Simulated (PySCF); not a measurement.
Geometry:
```json
{"atom": "C1", "x (Å)": "-3.127", "y (Å)": "-0.564", "z (Å)": "0.239"}
{"atom": "C2", "x (Å)": "-2.705", "y (Å)": "0.893", "z (Å)": "0.451"}
{"atom": "C3", "x (Å)": "-1.878", "y (Å)": "1.391", "z (Å)": "-0.707"}
{"atom": "N4", "x (Å)": "-0.630", "y (Å)": "1.262", "z (Å)": "-0.891"}
{"atom": "N5", "x (Å)": "0.185", "y (Å)": "0.692", "z (Å)": "-0.001"}
{"atom": "C6", "x (Å)": "1.490", "y (Å)": "0.318", "z (Å)": "-0.445"}
{"atom": "C7", "x (Å)": "1.773", "y (Å)": "-1.181", "z (Å)": "-0.710"}
{"atom": "C8", "x (Å)": "3.052", "y (Å)": "-1.066", "z (Å)": "0.132"}
{"atom": "C9", "x (Å)": "2.593", "y (Å)": "0.313", "z (Å)": "0.630"}
{"atom": "H10", "x (Å)": "-3.725", "y (Å)": "-0.915", "z (Å)": "1.078"}
{"atom": "H11", "x (Å)": "-2.257", "y (Å)": "-1.211", "z (Å)": "0.140"}
{"atom": "H12", "x (Å)": "-3.718", "y (Å)": "-0.655", "z (Å)": "-0.670"}
{"atom": "H13", "x (Å)": "-2.141", "y (Å)": "0.981", "z (Å)": "1.384"}
{"atom": "H14", "x (Å)": "-3.596", "y (Å)": "1.515", "z (Å)": "0.541"}
{"atom": "H15", "x (Å)": "-2.397", "y (Å)": "1.901", "z (Å)": "-1.506"}
{"atom": "H16", "x (Å)": "-0.203", "y (Å)": "0.139", "z (Å)": "0.759"}
{"atom": "H17", "x (Å)": "1.723", "y (Å)": "0.950", "z (Å)": "-1.303"}
{"atom": "H18", "x (Å)": "1.900", "y (Å)": "-1.469", "z (Å)": "-1.751"}
{"atom": "H19", "x (Å)": "1.022", "y (Å)": "-1.827", "z (Å)": "-0.256"}
{"atom": "H20", "x (Å)": "3.189", "y (Å)": "-1.828", "z (Å)": "0.896"}
{"atom": "H21", "x (Å)": "3.951", "y (Å)": "-1.012", "z (Å)": "-0.478"}
{"atom": "H22", "x (Å)": "2.177", "y (Å)": "0.285", "z (Å)": "1.635"}
{"atom": "H23", "x (Å)": "3.321", "y (Å)": "1.118", "z (Å)": "0.574"}
```

Level of theory: σ from GIAO-PBE0/pcSseg-1, structure optimised with GFN2-xTB, in PySCF 2.14.0 with density-fitted response routines (equivalent nuclei averaged, relativity neglected, single conformer, no solvent).

Scale: TMS for ¹³C and ¹H; NH3 for ¹⁵N (reference shieldings calculated alike).

| atoms | nucleus | count | Hirshfeld charge | δ (ppm) |
| --- | --- | --- | --- | --- |
| N4 | ¹⁵N | 1 | -0.11 | 377.8 |
| C8 | ¹³C | 1 | -0.07 | 13.3 |
| C7/C9 | ¹³C | 2 | -0.08 | 33.6 |
| C6 | ¹³C | 1 | 0.02 | ? |
| C2 | ¹³C | 1 | -0.07 | 22.2 |
| H13/H14 | ¹H | 2 | 0.04 | 2.00 |
| C3 | ¹³C | 1 | -0.01 | ? |
| H17 | ¹H | 1 | 0.04 | 4.16 |
| H21 | ¹H | 1 | 0.04 | ? |
| H20 | ¹H | 1 | 0.04 | ? |
| C1 | ¹³C | 1 | -0.12 | 12.8 |
| H15 | ¹H | 1 | 0.04 | 6.08 |
| H16 | ¹H | 1 | 0.11 | 5.02 |
| H10/H11/H12 | ¹H | 3 | 0.04 | ? |
| H18/H23 | ¹H | 2 | 0.04 | 2.62 |
| H19/H22 | ¹H | 2 | 0.04 | 1.80 |
| N5 | ¹⁵N | 1 | -0.08 | 158.3 |

Q: Estimate the values marked ?.

A: 
- C3: 130.7 ppm, C=N carbon
- C6: 57.3 ppm, sp3 CH bonded to N; deshielded by the electronegative neighbour
- H21: 1.64 ppm, hydrogen on an sp3 CH2 in a ring; far from electronegative atoms and π systems
- H20: 1.62 ppm, hydrogen on an sp3 CH2 in a ring; far from electronegative atoms and π systems
- H10/H11/H12: 1.01 ppm, hydrogen on a methyl carbon

OH and NH positions are those of a molecule without intermolecular hydrogen bonds; in solution they move with solvent, concentration and temperature, and exchange usually removes their couplings. Shifts are as computed. Against solution values, carbons near 30 ppm lie about +3 ppm off and those near 130 ppm about +5 ppm. Of 1211 compounds with measured shifts, 218 miss one by over three times the rms of a fit or turn the order of signals round; such compounds aren't used in these exercises. Experimental scales use liquid or dissolved standards, which lie at an offset from isolated NH3 (liquid NH3: subtract about 20 ppm). Unscaled 15N shifts of sp2 nitrogen come out 20 to 40 ppm too high even then.
